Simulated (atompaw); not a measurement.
## Logarithmic derivatives: magnesium (Mg), PAW (atompaw)

atompaw 4.2.0.5 input, output lines left out:

```
Mg 12
GGA-PBESOL scalarrelativistic loggrid 1500 logderivrange -8 5 326
3 3 0 0 0 0
3 0 1.5
3 1 0
0 0 0
c
v
v
v
v
1
1.45 1.25 1.15 0.85
n
n
custom polynom2 7 10 vanderbiltortho sinc
2 0.5 ultrasoft
0.75
1.45
0.75
1.45
```

The phase is arctan(r·u′/u) with u = r·R(r), unwrapped; energies in Ry, scanned from -8 to 5 Ry. A pole is an energy at which the radial function vanishes at the test radius. The pseudo phase is shifted by a multiple of π to meet the all-electron one at the reference energy, and phase errors are pseudo minus all-electron; the curves can meet again beyond the range given. Levels narrower than the energy grid can be missing from the lists of poles.

```tsv
channel	radius (bohr)	reference energy (Ry)	poles, all-electron	poles, pseudo	unbroken range about the reference energy with phases within 0.05 rad	phase error 1 Ry above the reference energy (rad)
s	1.45	-0.58	-5.69	-5.70, -1.14	-1.1 to 1.0	+0.019
p	1.45	-0.30	-3.21	-3.21, 4.96	below 1.7	-0.004
```

A Bessel basis up to 400 Ry misses an occupied level by 3.44 Ry, so cutoffs and ghosts were not judged.

Phases in the p channel:

```tsv
E (Ry)	all-electron	pseudo
-8.00	1.288	1.280
-7.52	1.273	1.265
-7.04	1.255	1.247
-6.56	1.232	1.223
-6.08	1.200	1.192
-5.60	1.153	1.144
-5.12	1.072	1.062
-4.64	0.885	0.873
-4.16	0.121	0.107
-3.68	-1.243	-1.243
-3.20	-1.575	-1.577
-2.72	-1.695	-1.697
-2.24	-1.763	-1.765
-1.76	-1.813	-1.815
-1.28	-1.857	-1.858
-0.80	-1.899	-1.900
-0.32	-1.944	-1.944
0.16	-1.996	-1.996
0.64	-2.057	-2.060
1.12	-2.133	-2.146
1.60	-2.234	-2.272
2.08	-2.372	-2.478
2.56	-2.567	-2.848
3.04	-2.841	-3.449
3.52	-3.189	-4.027
4.00	-3.549	-4.374
4.48	-3.845	-4.576
4.96	-4.059	-4.712
```
